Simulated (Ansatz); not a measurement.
GeH12Si5 (`[SiH2]1[SiH2][SiH2][GeH2][SiH2][SiH2]1`), 18 atoms. The species carries charge 0 and has multiplicity 1. Correlated methods include outer-core shells of Ge, which these sets cover unevenly. Scalar relativity is left out up to krypton. All runs use 3 threads of an AMD EPYC 7R13 on a shared host and a share of an NVIDIA H100 80 GB. Correlated methods freeze the cores. Open-shell runs search over several starts.

(1) Give the basis size and wall time and peak host memory of each of these runs in Ansatz. RKS ωB97M-V/def2-QZVPP energy; UHF-MP2/def2-QZVPP energy of the cation; UKS ωB97M-V/def2-TZVPP energy of the cation; RKS PBE0-D4/def2-TZVP relaxation (11 steps); RKS revPBE-D4/def2-TZVPP energy; UKS B2PLYP (frozen core)/def2-TZVPP energy of the cation; UKS ωB97X-V/def2-TZVPP energy of the cation; RHF-CCSD(T)/def2-SVP energy; RKS ωB97M-V/def2-SVP energy; UKS B3LYP-D4/def2-TZVPP energy of the cation; RKS r2SCANh-D4/def2-TZVPP energy; UKS PBE-D4/def2-TZVPP energy of the cation. (Estimate.)

## Answers

(1) The calculation gave: Other jobs shared the machine, so times are rough.

```tsv
level	job	functions	wall time	peak host memory (GiB)
RKS revPBE-D4/def2-TZVPP	energy	426	2.1 s	0.94
RHF-CCSD(T)/def2-SVP	energy	182	2.3 s	0.81
RKS r2SCANh-D4/def2-TZVPP	energy	426	2.5 s	0.97
RKS ωB97M-V/def2-SVP	energy	182	2.9 s	0.95
RKS ωB97M-V/def2-QZVPP	energy	799	6 s	1.5
UKS PBE-D4/def2-TZVPP	energy of the cation	426	8 s	1.1
UKS B2PLYP (frozen core)/def2-TZVPP	energy of the cation	426	8.5 s	2
UKS B3LYP-D4/def2-TZVPP	energy of the cation	426	8.5 s	1.1
UKS ωB97X-V/def2-TZVPP	energy of the cation	426	9.5 s	1.3
UKS ωB97M-V/def2-TZVPP	energy of the cation	426	11 s	1.4
RKS PBE0-D4/def2-TZVP	relaxation (11 steps)	305	16 s	1.1
UHF-MP2/def2-QZVPP	energy of the cation	799	47 s	7.2
```

B3LYP here is the variant with VWN-RPA as its local correlation; programs differ in this.
